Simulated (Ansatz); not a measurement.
Reaction (SMILES): N=[B] (B-NH) → [B-]=N (closed-shell singlet) (an electron is taken up)
B3LYP-D3(BJ)/def2-TZVP geometries, fixed; electronic energies without zero-point terms; positive where energy is released.
Largest species:
```xyz
3

B      0.0000     0.0000    -0.8356
N      0.0000     0.0000     0.3981
H      0.0000     0.0000     1.3912
```
Charge 0, spin multiplicity 2.

Basis-set convergence of the adiabatic electron affinity at HF with Ansatz (a first-principles code). Cartesian d functions, on some or all atoms, in 6-31G*; all else is spherical. Open shells are unrestricted. No added dispersion term, no relativity. Functions are those of the species that has most. Reference: the value in aug-pcseg-3, 0.539 eV, itself unsure by roughly 0.002 eV (its mean distance from aug-cc-pVQZ, def2-QZVPPD).

```tsv
basis	functions	adiabatic electron affinity (eV)
3-21G	20	-0.471
6-31G	20	-0.473
pcseg-0	20	-0.023
6-31G*	32	-0.483
def2-SVPD	48	___
6-311++G(2d,2p)	64	___
def2-TZVP	68	___
def2-TZVPP	76	___
aug-pcseg-2	115	0.534
cc-pVQZ	140	0.428
def2-QZVPP	144	0.488
aug-pcseg-3	219	0.539
cc-pV5Z	237	0.498
```

### Question
Fill in the missing entries.

### Answer

- def2-SVPD, adiabatic electron affinity (eV): 0.443
- 6-311++G(2d,2p), adiabatic electron affinity (eV): 0.556
- def2-TZVP, adiabatic electron affinity (eV): 0.447
- def2-TZVPP, adiabatic electron affinity (eV): 0.450
